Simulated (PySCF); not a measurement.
Geometries of 3 isomers of C4H5BCl2, from PBE0-D3(BJ)/def2-SVP geometry optimisation, gas phase in PySCF 2.14.0. One conformer each, no zero-point energy, no frequencies.

Question: Which is lowest in electronic energy at this level?
A.
```xyz
12
angstrom
C     -1.497    0.149   -0.489
C     -0.175    0.251   -0.282
C      0.564   -0.769    0.434
C      1.892   -0.820    0.717
B      3.032    0.156    0.382
Cl     4.658   -0.261    0.909
Cl     2.860    1.673   -0.497
H     -2.052    0.919   -1.030
H     -2.066   -0.712   -0.122
H      0.371    1.119   -0.658
H     -0.055   -1.606    0.785
H      2.215   -1.707    1.274
```
B.
```xyz
12
angstrom
C      2.449    0.121    0.057
C      1.329   -0.385    0.504
C      0.203   -0.888    0.944
C     -1.080   -0.964    0.155
B     -2.106    0.141    0.594
Cl    -3.739   -0.265    1.089
Cl    -1.644    1.829    0.586
H      2.667    1.189    0.164
H      3.204   -0.504   -0.435
H      0.171   -1.255    1.978
H     -0.864   -0.794   -0.915
H     -1.533   -1.963    0.246
```
C.
```xyz
12
angstrom
C     -1.599    0.191    0.897
C     -0.377   -0.618    0.872
C      0.333   -1.651    0.581
C      1.097   -0.533    1.287
B      2.054    0.386    0.503
Cl     3.422    1.155    1.290
Cl     1.789    0.715   -1.206
H     -2.440   -0.337    0.425
H     -1.873    0.447    1.933
H     -1.430    1.140    0.362
H      0.472   -2.634    0.144
H      1.330   -0.670    2.356
```

Answer: A. That is `C(=C/C=C)/B(Cl)Cl`, 16.7 kcal/mol below the next.

| SMILES | atoms numbered as above | E (Eh) | relative (kcal/mol) | relative (kJ/mol) | dipole (D) |
| --- | --- | --- | --- | --- | --- |
| C=C/C=C\B(Cl)Cl | [CH2:1]=[CH:2]/[CH:3]=[CH:4]\[B:5]([Cl:6])[Cl:7] | -1099.80689 | 0.0 | 0.0 | 2.56 |
| C=C=CCB(Cl)Cl | [CH2:1]=[C:2]=[CH:3][CH2:4][B:5]([Cl:6])[Cl:7] | -1099.78025 | 16.7 | 69.9 | 1.08 |
| CC1=C[C@H]1B(Cl)Cl | [CH3:1][C:2]1=[CH:3][C@H:4]1[B:5]([Cl:6])[Cl:7] | -1099.76804 | 24.4 | 102.0 | 2.56 |

As drawn, the highest has a three-membered ring, which the lowest lacks.
